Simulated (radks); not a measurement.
Results of a calculation; reference values are marked as such.
Q: Spherical quantum dot in the effective-mass picture: electrons in a hard-walled sphere of radius 5.3, with a point charge +1 (a donor) at the centre, all in effective atomic units (hartree* = m*/eps^2 hartree, bohr* = eps/m* bohr), one dielectric constant everywhere. Level of theory: non-relativistic Kohn-Sham, LDA (Slater exchange, Perdew-Wang correlation), spin-polarised, spherical densities (a radial shooting solver with Libxc functionals). Levels are named by radial order and angular momentum (1s, 1p, 1d, 2s, ...), and open shells are averaged over m. Results are scaled to m* = 0.043 and eps = 15.8, for which hartree* = 4.687 meV and bohr* = 19.44 nm. At N = 11 the configuration is 1s2 1p6 1d(up 3, down 0). Does electron 12 go into 2s down or 2s up or 1d up?

A: Into 1d up. The total energies of the other choices lie higher by 0.107 meV (2s up), 0.158 meV (2s down).
